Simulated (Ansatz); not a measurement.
Compare A (`O[Si@H]1O[C@H]1F`) with its isomer B (`O[Si]1(F)CO1`).

Gas-phase electronic energies from Ansatz, PBE0-D4/def2-TZVP geometries. CBS: MP2 limit from def2 TZ/QZ plus the TZ coupled-cluster correction, frozen cores. Functionals use def2-TZVPP. B3LYP here is the variant with VWN-RPA as its local correlation; programs differ in this. Each species was taken in one conformer, which may not be the lowest.

A:

```xyz
8

O    -1.432    1.252    0.051
Si   -0.128    0.520   -0.578
O     1.237    0.316    0.345
C     0.609   -0.966    0.146
F     0.086   -1.456    1.312
H    -1.689    1.016    0.946
H     0.036    1.027   -1.946
H     1.281   -1.710   -0.276
```

B:

Z-matrix (Å, degrees):
```
Si
F 1 1.574
C 1 1.783 2 121.8
O 1 1.615 2 104.8 3 158.7
O 1 1.624 2 119.0 3 -62.4
H 3 1.088 1 122.5 2 -7.8
H 3 1.088 1 123.7 2 159.6
H 4 0.959 1 117.3 2 168.7
```

(1) Which is lower in electronic energy at CCSD(T)/CBS, and by how much? (Estimate.)

(2) Give E(B) − E(A) in kJ/mol with B3LYP-D4, ωB97M-V, CCSD(T)/def2-SVP, B3LYP, CCSD(T)/def2-TZVPP, LDA (SPW92), PBE-D4. (Best estimate.)

(3) Does the order hold for the free energy at 298.15 K (harmonic terms from PBE0-D4)? (Best estimate.)

Largest T1 diagnostic: 0.014.

## Answers

(1) The calculation gave: B, by 206.1 kJ/mol.

(2) The calculation gave: B3LYP-D4 -194.6, ωB97M-V -196.3, CCSD(T)/def2-SVP -171.5, B3LYP -193.6, CCSD(T)/def2-TZVPP -203.4, LDA (SPW92) -175.5, PBE-D4 -179.7. None reverses the order clearly.

(3) Ansatz gave: Yes: G(B) − G(A) = -200.3 kJ/mol, for one conformer each.

From PBE to PBE0 (25 % exact exchange), in def2-TZVPP and without D4, E(B) − E(A) moves by −10.2 kJ/mol. Leaving LDA and LC-ωPBE aside and taking each functional with its dispersion term where it has one, the values, not all of them listed here, spread over 24.3 kJ/mol, from BHLYP-D4 to PBE-D4. LDA lies +3.7 kJ/mol from PBE without D4.
